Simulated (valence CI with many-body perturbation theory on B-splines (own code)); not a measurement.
## Ladder of approximations for Pr²⁰⁺

Computed by configuration interaction combined with many-body perturbation theory (CI+MBPT): three valence electrons over a frozen Dirac-Fock core [Kr], a basis of 9 s, 9 p, 10 d, 8 f, 5 g, 3 h, 1 i functions for each j, with the one-electron correlation potential Σ1, the two-electron term Σ2, the three-electron term Σ3, Breit, model QED; selected CI, second order for the rest (own B-spline code, finite nucleus).

No measured spectrum was set against this ion. As an estimate, terms of the open shell hold to 2 to 4 % of their energy, and close levels can change places. Only levels of the ground parity were solved; by the run's estimate the other parity begins above the list, which can be wrong where configurations are misplaced.

Each rung adds one term. CI alone is the Dirac-Coulomb CI over the frozen core; QED comes last and gives the full result, which names the levels. Energies are above (4d3/2^3) J=3/2 on the same rung, in cm⁻¹.

Levels are named by their leading jj configuration (3d3/2^4 stands for four electrons in 3d with j = 3/2), which in mixed levels can hold well under half, so a name can repeat and another be missing. Letters in brackets count levels of one name in rising energy.

| Level | CI alone |
| --- | --- |
| (4d3/2^2 4d5/2) J=5/2 | 24379 |
| (4d3/2^2 4d5/2) J=7/2 | 40305 |
| (4d3/2^2 4d5/2) J=3/2 | 42910 |
| (4d3/2^2 4d5/2) J=9/2 | 48136 |
| (4d3/2^2 4d5/2) J=1/2 | 50609 |
| (4d3/2 4d5/2^2) J=7/2 [a] | 73775 |
| (4d3/2 4d5/2^2) J=5/2 [a] | 76102 |
| (4d3/2 4d5/2^2) J=9/2 | 77967 |
| (4d3/2 4d5/2^2) J=3/2 [a] | 87262 |
| (4d3/2 4d5/2^2) J=1/2 | 91881 |
| (4d3/2 4d5/2^2) J=11/2 | 100481 |
| (4d3/2 4d5/2^2) J=5/2 [b] | 106514 |
| (4d3/2 4d5/2^2) J=5/2 [c] | 115333 |
| (4d3/2 4d5/2^2) J=7/2 [b] | 120841 |
| (4d5/2^3) J=9/2 | 120549 |
| (4d5/2^3) J=3/2 | 127687 |

(1) What do these energies become with core correlation, Breit and QED?

(2) How does the ionisation energy move along the ladder, and which term matters most?

Answers

(1) (4d3/2^2 4d5/2) J=5/2 24194 (-185); (4d3/2^2 4d5/2) J=7/2 39217 (-1088); (4d3/2^2 4d5/2) J=3/2 42097 (-813); (4d3/2^2 4d5/2) J=9/2 45776 (-2361); (4d3/2^2 4d5/2) J=1/2 49370 (-1239); (4d3/2 4d5/2^2) J=7/2 [a] 71476 (-2298); (4d3/2 4d5/2^2) J=5/2 [a] 74556 (-1547); (4d3/2 4d5/2^2) J=9/2 75268 (-2699); (4d3/2 4d5/2^2) J=3/2 [a] 86202 (-1060); (4d3/2 4d5/2^2) J=1/2 91055 (-826); (4d3/2 4d5/2^2) J=11/2 95648 (-4833); (4d3/2 4d5/2^2) J=5/2 [b] 103333 (-3180); (4d3/2 4d5/2^2) J=5/2 [c] 110854 (-4479); (4d3/2 4d5/2^2) J=7/2 [b] 115632 (-5208); (4d5/2^3) J=9/2 117447 (-3102); (4d5/2^3) J=3/2 127534 (-152).

(2) CI alone 587.53, + Σ1 589.93, + Σ2 591.36, + Σ3 591.37, + Breit 591.15, + QED 591.19 eV. The largest step is Σ1, 2.40 eV. NIST lists 590 ± 4 eV (theoretical).
